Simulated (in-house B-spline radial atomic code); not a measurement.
# How G0W0 and RPA depend on the start: the molybdenum ion Mo⁺

Configuration [Kr] 4d5, highest spin. Computed with an all-electron radial atomic-structure program (B-spline basis): all electrons, non-relativistic, point nucleus, each spin shell either full or empty, empty states to l = 9 with an (l + 1/2)⁻⁴ tail; G0W0 by contour deformation at full frequency.

Without relativity these are model numbers: it shifts the levels of so heavy an element strongly and can reorder them.

```json
{"start": "Hartree-Fock", "mean-field 4d up (eV)": "-16.646", "G0W0 (eV)": "-16.905", "QP weight": "0.945", "RPA correlation (Eh)": "-2.7539"}
{"start": "LDA VWN5", "mean-field 4d up (eV)": "-11.707", "G0W0 (eV)": "-16.432", "QP weight": "0.812", "RPA correlation (Eh)": "-3.0243"}
{"start": "PBE", "mean-field 4d up (eV)": "-11.581", "G0W0 (eV)": "?", "QP weight": "?", "RPA correlation (Eh)": "?"}
{"start": "PBE0", "mean-field 4d up (eV)": "-12.981", "G0W0 (eV)": "?", "QP weight": "?", "RPA correlation (Eh)": "?"}
{"start": "r2SCAN", "mean-field 4d up (eV)": "-11.762", "G0W0 (eV)": "-16.319", "QP weight": "0.821", "RPA correlation (Eh)": "-2.9695"}
{"start": "SCAN", "mean-field 4d up (eV)": "-11.749", "G0W0 (eV)": "-16.323", "QP weight": "0.822", "RPA correlation (Eh)": "-2.9684"}
{"start": "TPSS", "mean-field 4d up (eV)": "-11.473", "G0W0 (eV)": "-16.252", "QP weight": "0.801", "RPA correlation (Eh)": "-3.0033"}
{"start": "BHandHLYP", "mean-field 4d up (eV)": "-14.110", "G0W0 (eV)": "-16.659", "QP weight": "0.909", "RPA correlation (Eh)": "-2.8762"}
{"start": "CAM-B3LYP", "mean-field 4d up (eV)": "-14.203", "G0W0 (eV)": "-16.759", "QP weight": "0.909", "RPA correlation (Eh)": "-2.9227"}
{"start": "LC-wPBE", "mean-field 4d up (eV)": "-15.649", "G0W0 (eV)": "-16.809", "QP weight": "0.933", "RPA correlation (Eh)": "-2.9151"}
{"start": "wB97X", "mean-field 4d up (eV)": "-15.047", "G0W0 (eV)": "-16.711", "QP weight": "0.928", "RPA correlation (Eh)": "-2.9037"}
{"start": "PBEsol", "mean-field 4d up (eV)": "-11.576", "G0W0 (eV)": "-16.352", "QP weight": "0.805", "RPA correlation (Eh)": "-3.0201"}
{"start": "BLYP", "mean-field 4d up (eV)": "-11.290", "G0W0 (eV)": "-16.302", "QP weight": "0.791", "RPA correlation (Eh)": "-3.0213"}
{"start": "r2SCAN0", "mean-field 4d up (eV)": "-13.149", "G0W0 (eV)": "-16.429", "QP weight": "0.857", "RPA correlation (Eh)": "-2.911"}
{"start": "LDA exchange-only", "mean-field 4d up (eV)": "-10.859", "G0W0 (eV)": "-16.446", "QP weight": "0.758", "RPA correlation (Eh)": "-3.0247"}
```

**Question.** What G0W0 level, weight and RPA correlation energy follow from the PBE start?

**Answer.** G0W0 level -16.307 eV, weight 0.801, RPA correlation -3.0184 hartree.

**Question.** What G0W0 level, weight and RPA correlation energy follow from the PBE0 start?

**Answer.** G0W0 level -16.414 eV, weight 0.806, RPA correlation -2.9423 hartree.

**Question.** How much of the dependence on the start does G0W0 remove?

**Answer.** The mean-field levels span 5.79 eV and the G0W0 levels 0.653 eV. Against 16.16 ± 0.12 eV (NIST, semi-empirical) the G0W0 removal energies are off by +0.09 to +0.74 eV, with relativity, Breit and QED terms left out.
